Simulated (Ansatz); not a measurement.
`N[CH]1[CH2][Al]1[F]` → `FC[N]1[CH2][AlH]1`  (isomerisation)

Gas-phase electronic energies from Ansatz, PBE0-D4/def2-TZVP geometries. CCSD(T)/CBS adds triple-zeta CCSD(T) − MP2 to the extrapolated MP2 energy (def2 sets, frozen cores). Functionals use def2-TZVPP. B3LYP here is the variant with VWN-RPA as its local correlation; programs differ in this. One conformer a species, not always the lowest.

```tsv
level	ΔE (kJ/mol)	difference from CCSD(T)/CBS
PBE-D4	143.5	-6.7
r2SCAN-D4	144.5	-5.7
PBE0-D4	141.7	-8.5
B3LYP-D4	138.1	-12.1
ωB97X-V	132.0	-18.2
B2PLYP	143.3	-6.9
PBE	144.3	-5.9
r2SCAN	144.7	-5.5
PBE0	142.4	-7.8
B3LYP	139.4	-10.8
HF/def2-TZVPP	122.7	-27.5
CCSD(T)/def2-TZVPP	144.0	-6.2
MP2/def2-QZVPP	157.0	6.8
HF/CBS(def2)	124.4	-25.8
MP2/CBS(def2)	159.2	9.0
CCSD/CBS(def2)	148.7	-1.5
CCSD(T)/CBS	150.2	0
```

Largest T1 diagnostic among the species: 0.014.

In def2-TZVPP, CCSD(T) changes the Hartree–Fock value by +21.3 kJ/mol (the triples alone add +1.6 kJ/mol) and MP2 by +30.2 kJ/mol.
